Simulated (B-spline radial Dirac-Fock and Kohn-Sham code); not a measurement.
Calculated with a radial B-spline solver, using relaxed Dirac-Fock hole states (ΔSCF) with Breit and QED corrections and a finite nucleus. Free neutral atoms.

**Question.** Order these X-ray lines by photon energy, lowest first.
A. Tc Lγ2
B. P Kα1
C. Nb Lβ7
D. Ta Mβ
E. K Kα1
F. Sn Lℓ

**Answer.** D (1768.7 eV), B (2014.5 eV), C (2371.4 eV), A (3006.1 eV), F (3042.2 eV), E (3313.7 eV).
